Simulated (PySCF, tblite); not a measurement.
C4H12Cl2OSi2.
Z-matrix (Å and degrees, GFN2-xTB geometry), rows numbered from 1:
```
C 
Si  1  1.9075
Si  2  2.3171  1  115.57
C   2  1.9193  1  107.97  3   115.46
O   4  1.4268  2  102.83  1  -157.03
C   5  1.3954  4  116.67  2   179.06
C   6  1.5338  5  112.42  4   -83.69
Cl  7  1.7772  6  110.13  5  -153.00
Cl  7  1.7773  6  112.33  5    86.06
H   1  1.0870  2  111.45  3   -53.62
H   1  1.0854  2  110.64  3    65.77
H   1  1.0868  2  112.16  3  -174.23
H   2  1.4766  1  106.83  3  -130.25
H   3  1.4695  2  111.51  1   -46.99
H   3  1.4688  2  112.55  1    71.27
H   3  1.4626  2  113.61  1  -167.34
H   4  1.0954  2  114.14  1    84.34
H   4  1.0937  2  112.14  1   -38.08
H   6  1.0951  5  105.79  4   158.95
H   6  1.0984  5  111.66  4    40.45
H   7  1.0927  6  110.35  5   -34.08
```

Jobs on this species (21 atoms, 106 electrons) with PySCF (density fitting) and tblite. Hardware of each: an Arm Neoverse N1 with one thread, on a shared host. The host was shared with other jobs, so the times are rough.

```
level and settings                                     work  basis functions  SCF cycles  wall time
          GFN2-xTB            Hessian by finite differences                –           –          ?
     PBE0/pcSseg-1  shieldings, charges and field gradients              241          13    1.8 min
          GFN2-xTB                        L-BFGS relaxation                –           –      3.6 s
```

Task: Fill in the missing figures.

Result: 
- GFN2-xTB; Hessian by finite differences: 2.4 s

Task: What do all jobs in the table cost together?

Result: About 1.9 min; the longest takes about 95 % of that, and about 45 times as long as the shortest.
